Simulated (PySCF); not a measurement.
CH7FN2Si, SMILES CN[Si@H](N)F.

Geometry optimised at PBE-D3(BJ)/def2-SVP. The structure was generated by enumeration; whether it is a known compound was not checked. Other conformers were not sampled.

Computed with PBE-D3(BJ)/def2-SVP (PySCF).

Frequencies are harmonic and unscaled.

Computed normal modes with their intensities:
| mode | ν (cm⁻¹) | IR (km/mol) | moving atoms (share of kinetic energy) |
|---|---|---|---|
| 1 | 96 | 3.8 | H 27 %, C 25 %, N 25 %, F 17 % |
| 2 | 153 | 1.0 | H 88 % |
| 3 | 190 | 0.2 | H 35 %, N 35 %, Si 14 %, C 12 % |
| 4 | 221 | 1.4 | H 56 %, F 19 %, N 15 % |
| 5 | 277 | 15.6 | N 38 %, F 28 %, Si 17 %, H 15 % |
| 6 | 326 | 11.9 | H 62 %, N 17 %, F 12 % |
| 7 | 370 | 122.4 | H 76 %, N 18 % |
| 8 | 402 | 70.0 | N 32 %, Si 25 %, H 19 %, C 14 %, F 10 % |
| 9 | 499 | 104.8 | H 85 %, N 12 % |
| 10 | 739 | 61.3 | N 35 %, Si 25 %, H 21 %, F 12 % |
| 11 | 761 | 5.6 | H 70 %, N 17 %, F 11 % |
| 12 | 778 | 20.6 | H 76 %, N 13 %, F 9 % |
| 13 | 838 | 6.9 | H 60 %, F 19 %, Si 10 %, N 8 % |
| 14 | 888 | 206.2 | Si 43 %, N 32 %, H 23 % |
| 15 | 931 | 227.2 | H 44 %, Si 37 %, F 12 % |
| 16 | 1059 | 23.7 | H 81 %, C 11 % |
| 17 | 1105 | 0.1 | H 76 %, C 19 % |
| 18 | 1143 | 99.3 | N 40 %, C 34 %, H 25 % |
| 19 | 1353 | 88.7 | H 60 %, N 28 %, C 11 % |
| 20 | 1399 | 13.8 | H 86 %, C 14 % |
| 21 | 1414 | 4.2 | H 97 % |
| 22 | 1451 | 6.1 | H 95 % |
| 23 | 1483 | 54.7 | H 89 %, N 11 % |
| 24 | 2172 | 152.6 | H 97 % |
| 25 | 2923 | 94.7 | H 97 % |
| 26 | 2984 | 42.3 | H 91 %, C 9 % |
| 27 | 3042 | 15.7 | H 91 %, C 9 % |
| 28 | 3505 | 27.5 | H 96 % |
| 29 | 3512 | 16.8 | H 93 % |
| 30 | 3604 | 26.0 | H 91 %, N 9 % |
